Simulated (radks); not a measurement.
The numbers below are computed, except where a source is named.
Removal energies from the erbium ion Er5+, [Xe] 4f9, by Delta-SCF beside the eigenvalue of the level emptied. Code: a radial shooting solver on a logarithmic mesh with Libxc functionals. Model: scalar-relativistic Kohn-Sham, r2SCAN, spin-polarised, spherical densities, finite nucleus; meta-GGA in the generalised Kohn-Sham scheme; Fermi nuclear charge, rms radius of each element as measured or else 0.836 A^(1/3) + 0.57 fm. Open shells are filled with parallel spins first.

removed from    final configuration  Delta-SCF (eV)  -eigenvalue (eV)
4f                         [Xe] 4f8          87.617            75.703
5p            [Kr] 4d10 4f9 5s2 5p5          96.312            88.763
5s            [Kr] 4d10 4f9 5s1 5p6          126.26            118.07
4d             [Kr] 4d9 4f9 5s2 5p6          256.87            244.07
